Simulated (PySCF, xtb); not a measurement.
CH5F2NOSi, SMILES N[Si@](O)(F)CF.

xtb with GFN2-xTB at its own geometry gives an orbital gap of 7.43 eV and a dipole moment of 1.15 D.

Coordinates come from a B3LYP-D3(BJ)/def2-SVP optimisation. The structure was generated by enumeration; whether it is a known compound was not checked. Other conformers were not sampled.

Q: What does PBE/def2-TZVP in PySCF give? (Estimate from the structure and the level; the computed values follow.)

A: gap 6.31 eV (levels -6.56 and -0.25 eV), dipole 0.44 D.
